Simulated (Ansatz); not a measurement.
# Molecular dynamics, step by step

GaH3BrCl, closed shell, PBE0-D4/def2-SVP (Ansatz 0.2.0). Settings (timestep in fs, temperature in K; T counts 12 degrees of freedom):

```yaml
hamiltonian: {xc: pbe0, dispersion: d4}
md: {n_steps: 40, timestep: 0.5, temperature: 700, ensemble: nve, seed: 258, initial_velocities: maxwell_boltzmann}
```

Start, the saddle point found with PBE0-D4 in triple zeta (not stationary at another level):

```json
{"atom": "Ga1", "x (Å)": "-0.4046", "y (Å)": "-0.5930", "z (Å)": "0.3941"}
{"atom": "Br2", "x (Å)": "-0.6021", "y (Å)": "1.8026", "z (Å)": "-0.5774"}
{"atom": "H3", "x (Å)": "-1.2084", "y (Å)": "-1.4963", "z (Å)": "-0.5759"}
{"atom": "H4", "x (Å)": "-0.3584", "y (Å)": "-0.4089", "z (Å)": "1.9326"}
{"atom": "H5", "x (Å)": "0.8170", "y (Å)": "1.0231", "z (Å)": "-0.7203"}
{"atom": "Cl6", "x (Å)": "1.7564", "y (Å)": "-0.3275", "z (Å)": "-0.4532"}
```

| step | time (fs) | potential energy less the start (meV) | kinetic energy (meV) | T (K) |
| --- | --- | --- | --- | --- |
| 0 | 0.00 | 0.0 | 361.9 | 700 |
| 2 | 1.00 | 23.1 | 339.2 | 656 |
| 4 | 2.00 | 80.4 | 282.3 | 546 |
| 6 | 3.00 | 146.0 | 217.0 | 420 |
| 8 | 4.00 | 198.7 | 164.6 | 318 |
| 10 | 5.00 | 225.6 | 137.7 | 266 |
| 12 | 6.00 | 223.0 | 140.3 | 271 |
| 14 | 7.00 | 195.9 | 167.1 | 323 |
| 16 | 8.00 | 158.7 | 204.0 | 395 |
| 18 | 9.00 | 133.3 | 228.9 | 443 |
| 20 | 10.00 | 143.7 | 218.3 | 422 |
| 22 | 11.00 | 200.1 | 162.2 | 314 |
| 24 | 12.00 | 280.2 | 82.9 | 160 |
| 26 | 13.00 | 332.4 | 31.4 | 61 |
| 28 | 14.00 | 317.9 | 45.6 | 88 |
| 30 | 15.00 | 253.3 | 109.3 | 211 |
| 32 | 16.00 | 191.6 | 170.4 | 330 |
| 34 | 17.00 | 170.9 | 191.2 | 370 |
| 36 | 18.00 | 193.5 | 168.9 | 327 |
| 38 | 19.00 | 239.4 | 123.4 | 239 |
| 40 | 20.00 | 284.1 | 79.1 | 153 |

Step 10, positions (Å) and forces (eV/Å):

```json
{"atom": "Ga1", "x": "-0.397", "y": "-0.590", "z": "0.387", "Fx": "-0.072", "Fy": "-0.064", "Fz": "1.849"}
{"atom": "Br2", "x": "-0.604", "y": "1.806", "z": "-0.578", "Fx": "0.189", "Fy": "-0.278", "Fz": "0.006"}
{"atom": "H3", "x": "-1.113", "y": "-1.613", "z": "-0.558", "Fx": "-0.095", "Fy": "0.210", "Fz": "0.123"}
{"atom": "H4", "x": "-0.212", "y": "-0.471", "z": "2.095", "Fx": "-0.369", "Fy": "-0.059", "Fz": "-1.790"}
{"atom": "H5", "x": "0.881", "y": "1.013", "z": "-0.774", "Fx": "-0.165", "Fy": "-0.081", "Fz": "0.157"}
{"atom": "Cl6", "x": "1.737", "y": "-0.334", "z": "-0.442", "Fx": "0.513", "Fy": "0.271", "Fz": "-0.345"}
```

Step 16, positions (Å) and forces (eV/Å):

```
atom       x       y       z      Fx      Fy      Fz
 Ga1  -0.392  -0.589   0.385  -0.222  -0.238   1.260
 Br2  -0.605   1.807  -0.578   0.202  -0.371   0.014
  H3  -1.066  -1.662  -0.536  -0.159   0.285   0.080
  H4  -0.160  -0.516   2.009  -0.406   0.086  -1.051
  H5   0.904   1.000  -0.791  -0.174  -0.154   0.222
 Cl6   1.726  -0.337  -0.436   0.759   0.392  -0.525
```

Step 38, positions (Å) and forces (eV/Å):

```json
{"atom": "Ga1", "x": "-0.382", "y": "-0.586", "z": "0.379", "Fx": "-0.810", "Fy": "-0.104", "Fz": "1.883"}
{"atom": "Br2", "x": "-0.606", "y": "1.809", "z": "-0.578", "Fx": "-0.048", "Fy": "-0.501", "Fz": "0.171"}
{"atom": "H3", "x": "-1.065", "y": "-1.676", "z": "-0.493", "Fx": "-0.199", "Fy": "0.160", "Fz": "-0.081"}
{"atom": "H4", "x": "-0.124", "y": "-0.537", "z": "2.025", "Fx": "-0.430", "Fy": "0.108", "Fz": "-1.276"}
{"atom": "H5", "x": "0.905", "y": "0.874", "z": "-0.720", "Fx": "0.037", "Fy": "0.305", "Fz": "-0.087"}
{"atom": "Cl6", "x": "1.708", "y": "-0.342", "z": "-0.427", "Fx": "1.450", "Fy": "0.032", "Fz": "-0.610"}
```

Last step (40):

Ga1  (-0.381, -0.586, 0.379)
Br2  (-0.607, 1.809, -0.578)
H3  (-1.081, -1.669, -0.499)
H4  (-0.132, -0.526, 2.060)
H5  (0.904, 0.867, -0.711)
Cl6  (1.709, -0.342, -0.428)
(Å)

Hardware: 4 CPU threads of an Arm Neoverse V2, shared host. Wall time about 46 s.
